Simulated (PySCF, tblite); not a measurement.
Isomers of C9H13F. Method: GFN2-xTB as coded in tblite; computed harmonic values from a numerical Hessian at the method's own geometry, unscaled. Against measured fundamentals such values can be off by several per cent, at times by over 20. One conformer each.

Electronic energies: PBE0/pcSseg-1 single points on the GFN2-xTB geometries (PySCF, gas phase).

```csv
SMILES,"electronic energy, lowest = 0 (kcal/mol)"
C=CC(=C)C(=C)[C@H](C)CF,5.0
C=C/C=C(/F)CC1CCC1,0.0
C=CC[C@@]1(CF)C[C@H]1C=C,9.0
```

Task: How do GFN2-xTB zero-point energies change the relative energies?

Result: 
```
                  SMILES  ZPE (kcal/mol)  of it from modes above 1550 cm⁻¹  electronic (kcal/mol)  with ZPE, lowest = 0 (kcal/mol)  lowest mode (cm⁻¹)  rings
      C=C/C=C(/F)CC1CCC1           122.1                              61.1                    0.0                              0.0                  34      1
 C=CC(=C)C(=C)[C@H](C)CF           120.0                              64.0                    5.0                              3.0                  28      0
C=CC[C@@]1(CF)C[C@H]1C=C           120.7                              61.5                    9.0                              7.6                  55      1
```

The zero-point energies span 2.1 kcal/mol, from `C=CC(=C)C(=C)[C@H](C)CF` to `C=C/C=C(/F)CC1CCC1`. The order is unchanged.

Task: And how do the electronic energies of GFN2-xTB itself compare?

Result: `C=C/C=C(/F)CC1CCC1` 0.0; `C=CC(=C)C(=C)[C@H](C)CF` 14.9; `C=CC[C@@]1(CF)C[C@H]1C=C` 14.3 kcal/mol, lowest = 0. Against the energies above, taken from the same isomer `C=C/C=C(/F)CC1CCC1`, the largest difference is 9.9 kcal/mol.

Task: What do entropy and thermal enthalpy add at 298.15 K and 1 bar (rigid rotor, harmonic oscillator, one conformer each)?

Result: 
```
                  SMILES  point group  symmetry number  S (cal/(mol K))  H − H(0) (kcal/mol)  ZPE + H − H(0) − TS (kcal/mol)
      C=C/C=C(/F)CC1CCC1           C1                1            104.3                 7.32                            98.3
 C=CC(=C)C(=C)[C@H](C)CF           C1                1            107.1                 7.98                            96.0
C=CC[C@@]1(CF)C[C@H]1C=C           C1                1            105.1                 7.65                            97.0
```
